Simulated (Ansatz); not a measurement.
A structure drawn as `[BH2][GeH2][BH]N`, with this starting geometry:

Cartesian coordinates in Å:
```
B 0.5363 1.2373 -1.6600
Ge 0.9250 -0.0120 -0.2005
B -0.7704 -0.9222 0.2976
N -1.4271 -0.7949 1.7498
H 0.7717 2.4416 -1.5456
H 0.1177 0.8923 -2.7425
H 1.4436 0.7605 1.0344
H 1.9218 -1.0544 -0.6439
H -1.3994 -1.6098 -0.5246
H -0.6318 -1.1489 2.3617
H -1.4874 0.2105 1.8736
```

Charge 0, multiplicity 1.

Problem. Relax it with Ansatz at PBE-D4/def2-SVP and then PBE0-D4/def2-TZVP. Is the drawn bonding still there?

Solution. Yes, every drawn bond is still there and no new one forms.

Problem. Give the relaxed structure. (Estimate.)

Solution. Computed: 
Z-matrix (Å, degrees):
```
Ge
B 1 2.076
B 1 2.045 2 108.2
H 1 1.543 2 108.9 3 -121.1
H 1 1.548 2 109.2 3 122.0
N 2 1.384 1 120.2 3 -110.9
H 2 1.197 1 121.4 3 68.5
H 3 1.196 1 121.2 2 92.4
H 3 1.196 1 120.7 2 -83.4
H 6 1.008 2 122.9 1 179.9
H 6 1.007 2 123.6 1 -1.1
```
All modes are real.

Atoms count as bonded under 1.1 times the sum of their covalent radii (H–H under 0.85 Å, pairs among N, O and F under 1.55 Å), and a drawn bond as lost past 1.3 times.
